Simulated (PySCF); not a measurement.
B(Me)2(NHMe), SMILES CNB(C)C (C3H10BN) at its GFN2-xTB optimised geometry (Å):

```
15

B     -0.0603     0.5495     0.0000
C     -0.8642     1.9217     0.0000
H     -1.9443     1.7917    -0.0307
H     -0.5854     2.5385    -0.8523
H     -0.6322     2.5077     0.8876
C      1.5319     0.5495     0.0000
H      1.9355     0.0080     0.8542
H      1.9443     1.5545     0.0330
H      1.9298     0.0687    -0.8926
N     -0.7716    -0.6390     0.0000
C     -0.2735    -1.9952    -0.0012
H     -1.7818    -0.6122    -0.0004
H      0.8126    -1.9841     0.0014
H     -0.6153    -2.5350    -0.8894
H     -0.6202    -2.5385     0.8830
```

Level of theory: CAM-B3LYP/def2-TZVP (PySCF 2.14.0). Cells within 0.4 Å of a nucleus heavier than hydrogen are left out (blank, or x).

Map of the deformation density (molecule minus spherical neutral atoms) (e/bohr³) on the plane z = 0.0 Å:

```
|1111111111111111111111111111111|
|1111111111111111111111111111111|
|1111111111111111111111111111111|
|1111111111111111111111111111111|
|1111111111111111111111111111111|
|1111111111111111111111111111111|
|1111111111100111111111111111111|
|1111111111101110011111111111111|
|1111111101212310001000011111111|
|111111100475xx00000000001111111|
|111111100575xx31000134101111111|
|1111111001223662111277211111111|
|1111111100112463233365111111111|
|11111111100002xx566xx2001111111|
|11111111000002xx455xx2001111111|
|1111111100001573121012111111111|
|111111100044xx62000011111111111|
|111111100198xx10000001111111111|
|1111111000231x20000001111111111|
|1111111100001541110001111111111|
|11111111100002x3441001111111111|
|1111111111000xxx893001111111111|
|11111111110012x1441001111111111|
|1111111111111100010011111111111|
|1111111111111100001111111111111|
|1111111111111000011111111111111|
|1111111111111111111111111111111|
|1111111111111111111111111111111|
|1111111111111111111111111111111|
|1111111111111111111111111111111|
|1111111111111111111111111111111|
```
Scale: ten equal steps from -0.019 (start of '0') to 0.122 (end of '9'), in the order '0123456789'; x runs from -5.00 to 5.00, y from -5.00 (bottom) to 5.00 (top).
